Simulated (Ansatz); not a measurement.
Stepwise reaction of `[NH2][Al]([NH2])[Br]` with hydrogen, as a gas-phase model of exchange steps in deposition or etching. ΔE in kJ/mol; ΔG adds harmonic PBE0-D4 terms to CCSD(T)/CBS, at 1 bar.

Gas-phase electronic energies from Ansatz, PBE0-D4/def2-TZVP geometries. CCSD(T)/CBS is the MP2 limit (def2-TZVPP, def2-QZVPP) plus CCSD(T) − MP2 in def2-TZVPP, frozen cores. This one scheme is used for every species. DFT in def2-TZVPP. B3LYP here is the variant with VWN-RPA as its local correlation; programs differ in this. For Br outer-core shells are correlated without core-valence functions, which leaves a few kJ/mol of doubt a bond. Scalar relativity is left out up to krypton. One conformer a species, not always the lowest.

```json
{"step": "2", "reaction": "`[NH2][AlH][Br]` + H₂ → `[AlH2][Br]` + NH₃", "PBE-D4": "78.4", "B3LYP-D4": "81.2", "ωB97M-V": "80.1", "CCSD(T)/CBS": "81.2", "ΔG(600 K)": "80.7"}
```

Task: Give the row of step 1, `[NH2][Al]([NH2])[Br]` + H₂ → `[NH2][AlH][Br]` + NH₃. (An estimate is asked.)

Result: Ansatz gave: 
```
step                                              reaction  PBE-D4  B3LYP-D4  ωB97M-V  CCSD(T)/CBS  ΔG(600 K)
   1  `[NH2][Al]([NH2])[Br]` + H₂ → `[NH2][AlH][Br]` + NH₃    59.8      65.1     63.7         65.9       62.7
```

Task: By hand: ΔE of the 2 steps together at CCSD(T)/CBS.

Result: (65.9) + (81.2) = 147.1 kJ/mol, or 73.6 kJ/mol a step.

In ΔE each step is higher than the one before. All are uphill at CCSD(T)/CBS. ΔG lies between 62.7 and 80.7 kJ/mol a step. PBE-D4 differs from CCSD(T)/CBS by -6.1 to -2.8 kJ/mol a step. Isolated molecules leave out the surface, adducts and barriers. Largest T1 diagnostic: 0.008.
